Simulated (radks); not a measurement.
Species: neutral vanadium. Configuration: [Ar] 3d3 4p2 (not the ground configuration). Method: Dirac Kohn-Sham, PBE, spin-unpolarised, spherical densities, point nucleus; open shells fill j = l - 1/2 first; computed with a radial shooting solver on a logarithmic mesh with Libxc functionals.

Spin-orbit splittings of the eigenvalues, e(l+1/2) - e(l-1/2), with zeta = 2 splitting/(2l+1) and mean radii in bohr:

| shell | occ. | splitting (eV) | zeta (eV) | <r> j=l-1/2 | <r> j=l+1/2 |
|---|---|---|---|---|---|
| 2p | 6 | 7.100 | 4.733 | 0.2722 | 0.2749 |
| 3p | 6 | 0.8308 | 0.5539 | 1.010 | 1.019 |
| 3d | 3 | 0.06787 | 0.02715 | 1.390 | 1.395 |
| 4p | 2 | 0.03921 | 0.02614 | 4.266 | 4.298 |
